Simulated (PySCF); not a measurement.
selenium dioxide (O2Se), SMILES O=[Se]=O.

The structure is a stationary point at PBE0-D3(BJ)/def2-TZVP.

Method: PBE0-D3(BJ)/def2-TZVP (PySCF 2.14.0).

Frequencies are harmonic and unscaled.

```csv
mode,ν (cm⁻¹),IR (km/mol),moving atoms (share of kinetic energy)
1,383,26.4,"O 82 %, Se 18 %"
2,1012,13.8,"O 89 %, Se 11 %"
3,1052,127.3,"O 78 %, Se 22 %"
```
